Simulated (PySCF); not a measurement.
## Two-component Hartree-Fock for S⁺ (sulfur, charge +1)

Start: [Ne] 3s2 3p3; 3p3/2 filled at m_j = -1/2, +1/2, +3/2. Calculated with PySCF 2.14 in x2c-SVPall-2c with one added diffuse shell each of s, p type (5s5p1d, 25 functions): generalised Hartree-Fock with the X2C-1e Hamiltonian and a Gaussian nucleus; one run each with spin-orbit coupling (SO) switched off, then screened by Boettger's factors. This is a chosen level, not necessarily the ground level.

```json
{"spinor shell": "1s1/2", "electrons": "2", "ε, spin-free (eV)": "-2521.8", "ε, screened SO (eV)": "-2521.8", "weight of nominal j (screened SO)": "1.000", "rms radius, screened SO (bohr)": "0.112"}
{"spinor shell": "2s1/2", "electrons": "2", "ε, spin-free (eV)": "-257.83", "ε, screened SO (eV)": "-257.83", "weight of nominal j (screened SO)": "1.000", "rms radius, screened SO (bohr)": "0.517"}
{"spinor shell": "2p1/2", "electrons": "2", "ε, spin-free (eV)": "-193.40", "ε, screened SO (eV)": "-194.66", "weight of nominal j (screened SO)": "0.810", "rms radius, screened SO (bohr)": "0.489"}
{"spinor shell": "2p3/2", "electrons": "4", "ε, spin-free (eV)": "-193.40", "ε, screened SO (eV)": "-192.76", "weight of nominal j (screened SO)": "0.905", "rms radius, screened SO (bohr)": "0.492"}
{"spinor shell": "3s1/2", "electrons": "2", "ε, spin-free (eV)": "-33.915", "ε, screened SO (eV)": "-33.915", "weight of nominal j (screened SO)": "1.000", "rms radius, screened SO (bohr)": "1.79"}
{"spinor shell": "3p3/2", "electrons": "3", "ε, spin-free (eV)": "-23.471", "ε, screened SO (eV)": "-23.471", "weight of nominal j (screened SO)": "0.659", "rms radius, screened SO (bohr)": "2.06"}
```

```json
{"quantity": "E (hartree)", "spin-free": "-398.09877", "screened SO": "-398.09916"}
{"quantity": "M_J", "spin-free": "3/2", "screened SO": "3/2"}
{"quantity": "⟨J²⟩", "spin-free": "3.751", "screened SO": "3.751"}
{"quantity": "⟨L²⟩", "spin-free": "0.000", "screened SO": "0.001"}
{"quantity": "⟨S²⟩", "spin-free": "3.751", "screened SO": "3.750"}
```

Each row is a mean over spinors that exchange with the open shell spreads, by up to 9.261 eV (3s1/2).

Rows whose weight is well below 1 are mixtures of j = l ± 1/2: exchange outweighs spin-orbit coupling there, and the label is only the starting occupation.

Without spin-orbit coupling the j labels of p, d and f shells carry no meaning; the spin-free column gives the mean over the occupied spinors of each nl shell.
